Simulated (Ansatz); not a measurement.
Stretching the Sn1–H2 bond in H4Sn (SMILES [SnH4]) (multiplicity 1 held, fragments rigid). Energies count from the point at 1.709 Å.
Geometry at that point (charge 0, multiplicity 1):
```xyz
5

Sn     0.000     0.000     0.000
H      1.302     0.700    -0.857
H      0.602    -0.859     1.348
H     -1.057     1.231     0.535
H     -0.847    -1.072    -1.026
```

U- levels take the lowest unrestricted solution at each point, which mixes spins at long bonds. Active spaces are followed from a long bond inwards. Levels need not reach the same state.

Cores are frozen in the correlated methods. Filled d and f shells under p-block atoms count as core.

Run with Ansatz (Gaussian basis) for Hartree–Fock, density functionals and correlated methods. Each number belongs to the level named beside it. In def2 rows elements past Kr take small-core potentials, without spin–orbit coupling.

Energies in kJ/mol.

```json
[
 {"R (Å)": "1.367", "U-HF/def2-SVP": "137", "SC-NEVPT2 on CASSCF(2,2)/def2-SVP": "142", "FIC-MRCISD on CASSCF(2,2)/def2-SVP": "140", "FIC-MRCISD+Q on CASSCF(2,2)/def2-SVP": "139"},
 {"R (Å)": "1.538", "U-HF/def2-SVP": "27", "SC-NEVPT2 on CASSCF(2,2)/def2-SVP": "30", "FIC-MRCISD on CASSCF(2,2)/def2-SVP": "29", "FIC-MRCISD+Q on CASSCF(2,2)/def2-SVP": "28"},
 {"R (Å)": "1.709", "U-HF/def2-SVP": "0", "SC-NEVPT2 on CASSCF(2,2)/def2-SVP": "0", "FIC-MRCISD on CASSCF(2,2)/def2-SVP": "0", "FIC-MRCISD+Q on CASSCF(2,2)/def2-SVP": "0"},
 {"R (Å)": "1.879", "U-HF/def2-SVP": "17", "SC-NEVPT2 on CASSCF(2,2)/def2-SVP": "12", "FIC-MRCISD on CASSCF(2,2)/def2-SVP": "14", "FIC-MRCISD+Q on CASSCF(2,2)/def2-SVP": "14"},
 {"R (Å)": "2.050", "U-HF/def2-SVP": "56", "SC-NEVPT2 on CASSCF(2,2)/def2-SVP": "45", "FIC-MRCISD on CASSCF(2,2)/def2-SVP": "47", "FIC-MRCISD+Q on CASSCF(2,2)/def2-SVP": "48"},
 {"R (Å)": "2.307", "U-HF/def2-SVP": "131", "SC-NEVPT2 on CASSCF(2,2)/def2-SVP": "106", "FIC-MRCISD on CASSCF(2,2)/def2-SVP": "110", "FIC-MRCISD+Q on CASSCF(2,2)/def2-SVP": "111"},
 {"R (Å)": "2.563", "U-HF/def2-SVP": "190", "SC-NEVPT2 on CASSCF(2,2)/def2-SVP": "165", "FIC-MRCISD on CASSCF(2,2)/def2-SVP": "171", "FIC-MRCISD+Q on CASSCF(2,2)/def2-SVP": "172"},
 {"R (Å)": "2.990", "U-HF/def2-SVP": "231", "SC-NEVPT2 on CASSCF(2,2)/def2-SVP": "239", "FIC-MRCISD on CASSCF(2,2)/def2-SVP": "247", "FIC-MRCISD+Q on CASSCF(2,2)/def2-SVP": "248"},
 {"R (Å)": "3.417", "U-HF/def2-SVP": "244", "SC-NEVPT2 on CASSCF(2,2)/def2-SVP": "280", "FIC-MRCISD on CASSCF(2,2)/def2-SVP": "288", "FIC-MRCISD+Q on CASSCF(2,2)/def2-SVP": "289"},
 {"R (Å)": "3.930", "U-HF/def2-SVP": "249", "SC-NEVPT2 on CASSCF(2,2)/def2-SVP": "299", "FIC-MRCISD on CASSCF(2,2)/def2-SVP": "307", "FIC-MRCISD+Q on CASSCF(2,2)/def2-SVP": "308"},
 {"R (Å)": "4.613", "U-HF/def2-SVP": "250", "SC-NEVPT2 on CASSCF(2,2)/def2-SVP": "306", "FIC-MRCISD on CASSCF(2,2)/def2-SVP": "314", "FIC-MRCISD+Q on CASSCF(2,2)/def2-SVP": "315"},
 {"R (Å)": "5.467", "U-HF/def2-SVP": "250", "SC-NEVPT2 on CASSCF(2,2)/def2-SVP": "307", "FIC-MRCISD on CASSCF(2,2)/def2-SVP": "315", "FIC-MRCISD+Q on CASSCF(2,2)/def2-SVP": "316"}
]
```

Doubts at one or more of the structures used: a spin-contaminated determinant (U-HF/def2-SVP).

Ansatz is an electronic-structure program.
